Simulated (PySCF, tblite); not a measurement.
Isomers of C6H10OSi. Level: GFN2-xTB in tblite, geometry and Hessian alike; calculated harmonic values, unscaled, isolated species. Errors from tens to a few hundred cm⁻¹ against measured bands are possible. Modes of hydrogen on silicon can be 10 to 20 % off. One conformer each.

Electronic energies: PBE0/pcSseg-1 single points on the GFN2-xTB geometries (PySCF, gas phase).

| SMILES | electronic energy, lowest = 0 (kJ/mol) |
| --- | --- |
| C=C(C#C[SiH2]C)CO | 113.9 |
| [SiH3]O[C@@]12C=CC[C@@H]1C2 | 0.0 |
| C=C/C=C/C=C/O[SiH3] | 21.7 |
| C=C[C@@H]1OC=C[Si@H]1C | 14.3 |

Task: How do GFN2-xTB zero-point energies change the relative energies?

Result: 
| SMILES | ZPE (kJ/mol) | of it from modes above 1550 cm⁻¹ | electronic (kJ/mol) | with ZPE, lowest = 0 (kJ/mol) | lowest mode (cm⁻¹) | rings |
| --- | --- | --- | --- | --- | --- | --- |
| [SiH3]O[C@@]12C=CC[C@@H]1C2 | 362.7 | 178.9 | 0.0 | 0.0 | 29 | 2 |
| C=C[C@@H]1OC=C[Si@H]1C | 367.3 | 197.6 | 14.3 | 18.9 | 55 | 1 |
| C=C/C=C/C=C/O[SiH3] | 352.1 | 199.0 | 21.7 | 11.0 | 21 | 0 |
| C=C(C#C[SiH2]C)CO | 354.8 | 197.6 | 113.9 | 106.0 | 8i | 0 |

The zero-point energies span 15.2 kJ/mol, from `C=C/C=C/C=C/O[SiH3]` to `C=C[C@@H]1OC=C[Si@H]1C`. Slightly imaginary modes are left out of the zero-point energy: `C=C(C#C[SiH2]C)CO` 7.9i cm⁻¹. The lowest isomer stays, but the order above it changes.

Task: And how do the electronic energies of GFN2-xTB itself compare?

Result: `[SiH3]O[C@@]12C=CC[C@@H]1C2` 0.0; `C=C[C@@H]1OC=C[Si@H]1C` 239.5; `C=C/C=C/C=C/O[SiH3]` 95.9; `C=C(C#C[SiH2]C)CO` 327.7 kJ/mol, lowest = 0. Against the energies above, taken from the same isomer `[SiH3]O[C@@]12C=CC[C@@H]1C2`, the largest difference is 225.2 kJ/mol.
